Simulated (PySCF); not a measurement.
# CdBr: one state, many levels of theory

State: ²Σ⁺ (doublet), unpaired electrons σ ↑. Set-up: basis Cd x2c-TZVPPall, Br x2c-TZVPPall; spin-free X2C with a Gaussian nucleus; PySCF 2.14. De refers to Cd + Br in their high-spin ground configurations, without counterpoise correction. The functionals are run spin-unrestricted. A positive dipole means Cd(−)Br(+).

```
      Level  Re (Å)  ωe (cm⁻¹)  De (eV)  μ (D)
        UHF   2.519        227     1.43  -3.92
    UHF-MP2   2.456        236     1.55    n/a
UHF-SCS-MP2   2.476        231     1.39    n/a
        LDA   2.458        223     2.05  -2.69
        PBE   2.525        203     1.64  -2.97
       TPSS   2.519        208     1.72  -3.13
     r²SCAN   2.492        221     1.86  -3.15
      B3LYP   2.537        202     1.43  -3.28
       PBE0   2.496        219     1.71  -3.25
    ωB97M-V   2.484        228     1.63  -3.24
     B2PLYP   2.505        216     1.48  -3.55
```

Task: What does a quarter of exact exchange do here, going from PBE to PBE0?

Result: PBE0 less PBE: -2.9 pm in Re, +7.9 % in ωe, +0.07 eV in De. Exact exchange removes part of the self-interaction that spreads semilocal densities, and in most molecules shortens and stiffens the bond and lowers De; here De goes the other way.

Task: What does the step from GGA to meta-GGA do here, going from PBE to r²SCAN?

Result: r²SCAN less PBE: -3.3 pm in Re, +8.9 % in ωe, +0.22 eV in De. 

Correlated steps freeze 23 core orbitals. Spin–orbit coupling is left out. B2PLYP dipoles, levels and charges come from its SCF part alone. The state is the lowest determinant that a PBE0 search found; another state may lie lower at other levels.
